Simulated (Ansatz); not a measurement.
Results of the Gaussian-basis code of Ansatz.

CH6OSSi2 (`C1O[SiH2][SiH2]S1`) at its PBE0-D4/def2-TZVP geometry, where that method's forces vanish. Charge 0, multiplicity 1.

| atom | x (Å) | y (Å) | z (Å) |
| --- | --- | --- | --- |
| C1 | 1.180 | 0.381 | -1.073 |
| O2 | 0.334 | -0.710 | -1.256 |
| Si3 | -1.033 | -0.865 | -0.322 |
| Si4 | -0.294 | 0.361 | 1.535 |
| S5 | 1.640 | 0.699 | 0.688 |
| H6 | 0.742 | 1.296 | -1.483 |
| H7 | 2.127 | 0.181 | -1.575 |
| H8 | -1.285 | -2.312 | -0.125 |
| H9 | -2.208 | -0.253 | -1.001 |
| H10 | -1.064 | 1.607 | 1.804 |
| H11 | -0.139 | -0.386 | 2.808 |

(1) For each bond, give half the difference of the two atoms' forces along it (eV/Å; positive pushes the atoms apart) under PBE-D4, r2SCAN-D4, B3LYP-D4, ωB97M-V in def2-TZVPP. (Best estimate.)

## Answers

(1) The calculation gave: 
```json
{"bond": "C1–O2", "length (Å)": "1.392", "PBE-D4": "0.23", "r2SCAN-D4": "0.24", "B3LYP-D4": "0.28", "ωB97M-V": "0.30"}
{"bond": "C1–S5", "length (Å)": "1.848", "PBE-D4": "0.18", "r2SCAN-D4": "0.18", "B3LYP-D4": "0.25", "ωB97M-V": "0.00"}
{"bond": "C1–H6", "length (Å)": "1.094", "PBE-D4": "0.06", "r2SCAN-D4": "-0.08", "B3LYP-D4": "-0.14", "ωB97M-V": "-0.14"}
{"bond": "C1–H7", "length (Å)": "1.091", "PBE-D4": "0.09", "r2SCAN-D4": "-0.10", "B3LYP-D4": "-0.20", "ωB97M-V": "-0.15"}
{"bond": "O2–Si3", "length (Å)": "1.663", "PBE-D4": "0.32", "r2SCAN-D4": "0.02", "B3LYP-D4": "0.07", "ωB97M-V": "0.03"}
{"bond": "Si3–Si4", "length (Å)": "2.344", "PBE-D4": "-0.07", "r2SCAN-D4": "0.04", "B3LYP-D4": "0.15", "ωB97M-V": "0.06"}
{"bond": "Si3–H8", "length (Å)": "1.482", "PBE-D4": "0.04", "r2SCAN-D4": "-0.04", "B3LYP-D4": "-0.14", "ωB97M-V": "-0.14"}
{"bond": "Si3–H9", "length (Å)": "1.489", "PBE-D4": "0.03", "r2SCAN-D4": "-0.03", "B3LYP-D4": "-0.12", "ωB97M-V": "-0.13"}
{"bond": "Si4–S5", "length (Å)": "2.139", "PBE-D4": "0.13", "r2SCAN-D4": "0.04", "B3LYP-D4": "0.21", "ωB97M-V": "0.08"}
{"bond": "Si4–H10", "length (Å)": "1.488", "PBE-D4": "0.07", "r2SCAN-D4": "-0.03", "B3LYP-D4": "-0.12", "ωB97M-V": "-0.13"}
{"bond": "Si4–H11", "length (Å)": "1.484", "PBE-D4": "0.08", "r2SCAN-D4": "-0.03", "B3LYP-D4": "-0.13", "ωB97M-V": "-0.12"}
```

B3LYP here is the variant with VWN-RPA as its local correlation; programs differ in this.
